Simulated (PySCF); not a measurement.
**Radial density of Ag³⁺ (silver, charge +3)**

B3LYP, [Kr] 4d8, high-spin 3F determinant. Calculation: PySCF 2.14, in def2-SVP with the def2 core potential (28 electrons) (5s3p2d1f, 31 functions); a scalar-relativistic core potential. This is the valence pseudo-density: the core potential removes the inner electrons and smooths the orbitals near the nucleus.

```
r (bohr)  4πr²ρ (e/bohr)  4πr²(ρα − ρβ)
  0.0188       1.166e-05         0.0000
  0.0316       3.247e-05         0.0000
  0.0531       8.982e-05         0.0000
  0.0893       0.0002917         0.0000
   0.150        0.002610         0.0005
   0.253         0.06932         0.0105
   0.425           1.831         0.1763
   0.715           14.62         1.2570
    1.20           12.79         1.6892
    2.02           1.941         0.4028
    3.40         0.02760         0.0041
    5.72       6.886e-05         0.0000
```

Energies and moments cover only the electrons outside the core potential.
